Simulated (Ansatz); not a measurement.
Consider the ligand exchange at a Ge–C bond: `[OH][GeH]([F])[CH2]Cl` + H–F → `[OH][GeH]([F])[F]` + `CCl`.

Computed with Ansatz on PBE0-D4/def2-TZVP structures; ΔE is electronic, products minus reactants. CCSD(T)/CBS is the MP2 limit (def2-TZVPP, def2-QZVPP) plus CCSD(T) − MP2 in def2-TZVPP, frozen cores. This one scheme is used for every species. Functionals use def2-TZVPP. B3LYP here is the variant with VWN-RPA as its local correlation; programs differ in this. For Ge outer-core shells are correlated without core-valence functions, which leaves a few kJ/mol of doubt a bond. Scalar relativity is left out up to krypton. One conformer a species, not always the lowest.

Q: Is it downhill or uphill in electronic energy at CCSD(T)/CBS, and by how much? (An estimate is asked.)

A: Computed: Downhill: ΔE = -84.6 kJ/mol.

Q: What do these levels give: B3LYP-D4, ωB97X-V, ωB97M-V, B2PLYP, PBE, PBE0, B3LYP, HF/def2-TZVPP, CCSD/def2-TZVPP, HF/def2-QZVPP, SCS-MP2/def2-QZVPP, HF/CBS(def2)? (Estimate.)

A: The calculation gave: B3LYP-D4 -95.2, ωB97X-V -97.9, ωB97M-V -94.3, B2PLYP -100.6, PBE -92.3, PBE0 -92.8, B3LYP -104.1, HF/def2-TZVPP -120.1, CCSD/def2-TZVPP -93.4, HF/def2-QZVPP -122.6, SCS-MP2/def2-QZVPP -93.9, HF/CBS(def2) -122.9 kJ/mol.

Largest T1 diagnostic among the species: 0.012.

In def2-TZVPP, CCSD(T) changes the Hartree–Fock value by +29.7 kJ/mol (the triples alone add +3.0 kJ/mol) and MP2 by +31.8 kJ/mol. The D4 term adds +8.9 kJ/mol with B3LYP and +5.0 kJ/mol with PBE0; it sums over pairs of atoms, weighted by their polarisabilities, and B3LYP, whose exchange is more repulsive, gets the larger term.
